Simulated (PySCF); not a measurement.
C3H9Ge, SMILES [CH3][Ge]([CH3])[CH3], multiplicity 2.

Geometry: PBE-D3(BJ)/def2-SVP.

The numbers are results of PySCF 2.14.0 with PBE-D3(BJ)/def2-SVP, not measurements.

Frequencies are harmonic and unscaled.

Modes within 1.5 cm⁻¹ of each other (mostly degenerate sets) share a row, with their intensities summed.

Computed vibrational spectrum:
```json
[
 {"mode": "1", "ν (cm⁻¹)": "111", "IR (km/mol)": "0.0", "moving atoms (share of kinetic energy)": "H 100 %"},
 {"mode": "2–3", "ν (cm⁻¹)": "116", "IR (km/mol)": "0.1", "moving atoms (share of kinetic energy)": "H 97 %"},
 {"mode": "4–5", "ν (cm⁻¹)": "163", "IR (km/mol)": "1.4", "moving atoms (share of kinetic energy)": "C 55 %, H 35 %, Ge 10 %"},
 {"mode": "6", "ν (cm⁻¹)": "166", "IR (km/mol)": "0.3", "moving atoms (share of kinetic energy)": "C 39 %, H 33 %, Ge 28 %"},
 {"mode": "7", "ν (cm⁻¹)": "526", "IR (km/mol)": "1.9", "moving atoms (share of kinetic energy)": "C 76 %, H 18 %"},
 {"mode": "8–9", "ν (cm⁻¹)": "569", "IR (km/mol)": "61.5", "moving atoms (share of kinetic energy)": "C 61 %, Ge 20 %, H 19 %"},
 {"mode": "10–11", "ν (cm⁻¹)": "670", "IR (km/mol)": "1.5", "moving atoms (share of kinetic energy)": "H 85 %, C 15 %"},
 {"mode": "12", "ν (cm⁻¹)": "673", "IR (km/mol)": "0.0", "moving atoms (share of kinetic energy)": "H 86 %, C 14 %"},
 {"mode": "13–15", "ν (cm⁻¹)": "803", "IR (km/mol)": "136.6", "moving atoms (share of kinetic energy)": "H 74 %, C 22 %"},
 {"mode": "16–17", "ν (cm⁻¹)": "1174", "IR (km/mol)": "4.9", "moving atoms (share of kinetic energy)": "H 81 %, C 19 %"},
 {"mode": "18", "ν (cm⁻¹)": "1191", "IR (km/mol)": "1.9", "moving atoms (share of kinetic energy)": "H 83 %, C 17 %"},
 {"mode": "19", "ν (cm⁻¹)": "1367", "IR (km/mol)": "0.0", "moving atoms (share of kinetic energy)": "H 95 %"},
 {"mode": "20–21", "ν (cm⁻¹)": "1377", "IR (km/mol)": "0.1", "moving atoms (share of kinetic energy)": "H 95 %"},
 {"mode": "22–23", "ν (cm⁻¹)": "1381", "IR (km/mol)": "16.9", "moving atoms (share of kinetic energy)": "H 95 %"},
 {"mode": "24", "ν (cm⁻¹)": "1394", "IR (km/mol)": "7.4", "moving atoms (share of kinetic energy)": "H 96 %"},
 {"mode": "25–27", "ν (cm⁻¹)": "2965", "IR (km/mol)": "24.9", "moving atoms (share of kinetic energy)": "H 97 %"},
 {"mode": "28–30", "ν (cm⁻¹)": "3068", "IR (km/mol)": "17.3", "moving atoms (share of kinetic energy)": "H 91 %, C 9 %"},
 {"mode": "31–33", "ν (cm⁻¹)": "3094", "IR (km/mol)": "12.6", "moving atoms (share of kinetic energy)": "H 91 %, C 9 %"}
]
```
